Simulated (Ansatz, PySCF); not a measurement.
trans-(1R,2R)-1-chloro-2-fluorocyclopropane (C3H4ClF), SMILES F[C@@H]1C[C@H]1Cl.

Coordinates come from a PBE0-D3(BJ)/def2-SVP optimisation.

Vertical ionisation energy (IE) and electron affinity (EA) in eV. Rows of orbital energies are one-electron estimates. Where ΔSCF, EOM or ADC give a negative EA the extra electron is unbound and the value depends on the basis.

| level | IE | EA |
|---|---|---|
| −ε(HOMO), −ε(LUMO), B3LYP/def2-TZVP (PySCF) | … | … |
| −ε(HOMO), −ε(LUMO), PBE/def2-TZVP (PySCF) | 6.59 | 0.64 |
| ΔSCF, CAM-B3LYP/def2-SVPD (Ansatz), final states of multiplicity 2 and 2 | 10.56 | -1.88 |
| ΔSCF, PBE/def2-SVPD (Ansatz), final states of multiplicity 2 and 2 | 9.98 | -1.48 |

Q: Complete the blanks. (Estimate from the structure and the level; the computed values follow.)

A: 
- −ε(HOMO), −ε(LUMO), B3LYP/def2-TZVP (PySCF), IE: 7.76
- −ε(HOMO), −ε(LUMO), B3LYP/def2-TZVP (PySCF), EA: -0.21

Q: What vertical singlet–triplet gap does ΔSCF give with CAM-B3LYP/def2-SVPD (Ansatz, a program for electronic structure) and with PBE/def2-SVPD (Ansatz)? (The exact figures need the calculation; the answer reports its results.)

A: 6.39 and 5.71 eV (triplet above singlet where positive).
